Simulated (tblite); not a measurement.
Isomers of C6H7F3. Calculated harmonic vibrations of the isolated species, GFN2-xTB (tblite), most abundant isotopes, no scaling. Against measured fundamentals such values can be off by several per cent, at times by over 20. One conformer each.

Electronic energies: GFN2-xTB at the same geometries; isomer energies are rough at this level and their order can be wrong.

```
                        SMILES  electronic energy, lowest = 0 (kcal/mol)
FC[C@]1(C(F)F)[C@@H]2C[C@@H]21                                      40.5
             C=C/C=C\CC(F)(F)F                                      22.0
       FC[C@@H](F)C1=CC[C@H]1F                                      27.5
  F[C@H]1[C@@]2(F)CC[C@]1(F)C2                                       0.0
```

**Question.** How do GFN2-xTB zero-point energies change the relative energies?

**Answer.** 
| SMILES | ZPE (kcal/mol) | of it from modes above 1550 cm⁻¹ | electronic (kcal/mol) | with ZPE, lowest = 0 (kcal/mol) | lowest mode (cm⁻¹) | rings |
| --- | --- | --- | --- | --- | --- | --- |
| F[C@H]1[C@@]2(F)CC[C@]1(F)C2 | 75.6 | 30.3 | 0.0 | 0.0 | 204 | 3 |
| C=C/C=C\CC(F)(F)F | 72.1 | 35.4 | 22.0 | 18.6 | 8 | 0 |
| FC[C@@H](F)C1=CC[C@H]1F | 73.3 | 32.4 | 27.5 | 25.3 | 37 | 1 |
| FC[C@]1(C(F)F)[C@@H]2C[C@@H]21 | 73.3 | 30.5 | 40.5 | 38.3 | 54 | 2 |

The zero-point energies span 3.5 kcal/mol, from `C=C/C=C\CC(F)(F)F` to `F[C@H]1[C@@]2(F)CC[C@]1(F)C2`. The order is unchanged.

**Question.** What do entropy and thermal enthalpy add at 298.15 K and 1 bar (rigid rotor, harmonic oscillator, one conformer each)?

**Answer.** 
| SMILES | point group | symmetry number | S (cal/(mol K)) | H − H(0) (kcal/mol) | ZPE + H − H(0) − TS (kcal/mol) |
| --- | --- | --- | --- | --- | --- |
| F[C@H]1[C@@]2(F)CC[C@]1(F)C2 | Cs | 1 | 83.4 | 5.13 | 55.8 |
| FC[C@@H](F)C1=CC[C@H]1F | C1 | 1 | 95.1 | 6.20 | 51.1 |
| FC[C@]1(C(F)F)[C@@H]2C[C@@H]21 | C1 | 1 | 92.8 | 6.01 | 51.7 |

Not tabulated: `C=C/C=C\CC(F)(F)F` (lowest mode only 8 cm⁻¹).
